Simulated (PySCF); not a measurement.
**Gas-phase thermal properties of TaOF3**

Computed with PySCF (xtb for GFN2) and rigid-rotor harmonic-oscillator thermochemistry at 1 bar. All species are closed-shell singlets. Ta: scalar-relativistic def2 core potential, no spin-orbit coupling. TaOF3: computed as isolated molecules; such fragments, hydroxides, amides, oligomers or adducts are transient or little studied in the gas. The harmonic model lacks anharmonicity and excited electronic states, which grow with temperature; levels with a mode under 35 cm⁻¹ are left out.

```
level           point group  σ  ZPE (kJ/mol)  S°298 (J/mol/K)  Cp298 (J/mol/K)  S°1000 (J/mol/K)  H1000 − H298 (kJ/mol)
--------------  -----------  -  ------------  ---------------  ---------------  ----------------  ---------------------
GFN2-xTB                C3v  3          17.6            344.2             92.9             466.9                   72.0
PBE/def2-SVP            C3v  3          24.2            331.0             84.0             447.9                   69.2
PBE0/def2-TZVP          C3v  3          25.0            328.1             83.2             444.4                   68.9
```
σ: rotational symmetry number. Electronic degeneracy used: 1. Frequencies are unscaled.
